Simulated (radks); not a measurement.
Species: Sb44+. Configuration: [He] 2s2 2p3. All-electron calculation, scalar-relativistic Kohn-Sham, BLYP, spin-polarised, spherical densities, finite nucleus; open shells are filled with parallel spins first (spin-orbit coupling, left out, can overturn this in heavy ions); Fermi nuclear charge, rms radius 4.6802 fm. Program: a radial shooting solver on a logarithmic mesh with Libxc functionals.

Normalised radial functions P(r) = r R(r), r in bohr:

```
   r/bohr * 1s up, o 1s down, + 2p up (the largest magnitude, 5.31, reaches the edge; | marks zero, & curves that meet)
 0.002309 +                 &
 0.002541 +                   &
 0.002797 +                    &
 0.003079 +                      &
 0.003389 |+                       &
 0.003731 |+                        &
 0.004107 |+                          &
 0.004521 |+                            &
 0.004976 |+                              &
 0.005477 |+                                &
 0.005981 |+                                  &
 0.006584 | +                                    &
 0.007247 | +                                      &
 0.007978 | +                                        &
 0.008781 |  +                                         &
 0.009666 |  +                                           &
  0.01064 |   +                                            &
  0.01171 |   +                                              &
  0.01289 |    +                                              &
  0.01419 |     +                                              *o
  0.01562 |      +                                              &
   0.0172 |       +                                              &
  0.01893 |        +                                             &
  0.02067 |         +                                            &
  0.02275 |          +                                          &
  0.02504 |            +                                      &
  0.02757 |              +                                  &
  0.03035 |               +                               &
   0.0334 |                 +                          &
  0.03677 |                   +                    &
  0.04047 |                     +               &
  0.04455 |                       +        &
  0.04904 |                         +  &
  0.05398 |                        &  +
  0.05942 |                    &       +
  0.06541 |                &             +
  0.07142 |            &                 +
  0.07862 |         &                     +
  0.08654 |       &                       +
  0.09526 |    &                         +
   0.1049 |   &                         +
   0.1154 | &                         +
   0.1271 |&                       +
   0.1399 |&                    +
    0.154 &                  +
   0.1695 &               +
   0.1865 &            +
   0.2053 &         +
   0.2242 &       +
   0.2468 &    +
   0.2717 &   +
   0.2991 & +
   0.3292 &+
   0.3624 &+
   0.3989 &
```

1s up: eigenvalue -33939 eV, 0 radial nodes, <r> = 0.0284 bohr, 90 % of the charge inside 0.0509 bohr. 1s down: eigenvalue -33904 eV, 0 radial nodes, <r> = 0.0283 bohr, 90 % of the charge inside 0.0509 bohr. 2p up: eigenvalue -7401.5 eV, 0 radial nodes, <r> = 0.102 bohr, 90 % of the charge inside 0.164 bohr.
